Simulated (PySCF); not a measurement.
C₂H₇NOSi₂, SMILES CC1=N[SiH2]O[SiH2]1. Atoms are numbered in the order given.

```xyz
13

C      0.6726     2.5165     0.0000
C      0.3887     1.0414     0.0000
N      1.3297     0.1681     0.0000
Si     0.7709    -1.5135     0.0000
O     -0.9074    -1.3314     0.0000
Si    -1.3925     0.2747     0.0000
H      0.2162     2.9937     0.8847
H      0.2162     2.9937    -0.8847
H      1.7565     2.7016     0.0000
H      1.2338    -2.2222     1.2197
H      1.2338    -2.2222    -1.2197
H     -2.1849     0.6130     1.2150
H     -2.1849     0.6130    -1.2150
```
Charge 0, spin multiplicity 1.

Geometry: B3LYP-D3(BJ)/def2-SVP. The structure was generated by enumeration, and PubChem lists no compound with its InChIKey, so it may never have been made.

Two levels are set side by side: PBE/pcSseg-1 (PySCF) and PBE0/pcSseg-1 (PySCF). GIAO shifts against H2O (¹⁷O), NH3 (¹⁵N), TMS (²⁹Si), TMS (¹H), TMS (¹³C) at the same level; non-relativistic, no solvent, atoms listed together averaged. Differences are taken from unrounded values.

```tsv
quantity	PBE
δ(¹³C) of C1 (ppm)	35.7
δ(¹³C) of C2 (ppm)	213.2
δ(¹⁵N) of N3 (ppm)	450.4
δ(²⁹Si) of Si4 (ppm)	7.5
δ(¹⁷O) of O5 (ppm)	59.1
δ(²⁹Si) of Si6 (ppm)	-30.5
δ(¹H) of H10, H11 (ppm)	5.99
δ(¹H) of H12, H13 (ppm)	5.44
```

Task: These are the PBE values. What does PBE0 give? (An estimate is asked for; the answer gives what the named calculation found.)

Result: 
```csv
quantity,PBE0,PBE minus PBE0
δ(¹³C) of C1 (ppm),34.9,0.8
δ(¹³C) of C2 (ppm),216.2,-3.0
δ(¹⁵N) of N3 (ppm),460.2,-9.9
δ(²⁹Si) of Si4 (ppm),5.2,2.3
δ(¹⁷O) of O5 (ppm),46.2,12.9
δ(²⁹Si) of Si6 (ppm),-27.8,-2.7
"δ(¹H) of H10, H11 (ppm)",5.76,0.24
"δ(¹H) of H12, H13 (ppm)",5.22,0.21
```

Rough cost on one machine, each run with all the roots and properties that it gave: PBE0 against PBE within a factor of 2.
